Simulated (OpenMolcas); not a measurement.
CH7NOSi (SMILES CO[SiH2]N): methods side by side

CH7NOSi: 11 atoms, total charge 0, spin state singlet. As SMILES, `CO[SiH2]N`. The shape is that of a PBE0-D4/def2-TZVP optimisation. This is one conformer, not always the lowest.

Each level gives the vertical energy of the triplet above the singlet (eV). The values are calculated.

```csv
level,kind,program,value (eV),CPU time (all runs)
HF/cc-pVDZ,Hartree–Fock,OpenMolcas,6.44,38 s
SVWN5/cc-pVDZ,LDA,OpenMolcas,6.53,3.7 min
BLYP/cc-pVDZ,GGA,OpenMolcas,6.49,4.8 min
PBE/cc-pVDZ,GGA,OpenMolcas,6.51,4.7 min
revPBE/cc-pVDZ,GGA,OpenMolcas,6.55,4.5 min
M06-L/cc-pVDZ,meta-GGA,OpenMolcas,7.09,5 min
BHLYP/cc-pVDZ,global hybrid,OpenMolcas,6.84,2.9 min
PBE0/cc-pVDZ,global hybrid,OpenMolcas,6.78,3.2 min
```

The values span 6.44 to 7.09 eV. A triplet this far above the singlet is often a Rydberg-like or dissociative state; sets without diffuse functions put Rydberg states too high. The upper state's dipole differs much between rows, so they may not all be the same state. Times are those of the runs behind each value, whatever else they computed, on shared processors of several kinds: orders of magnitude only.
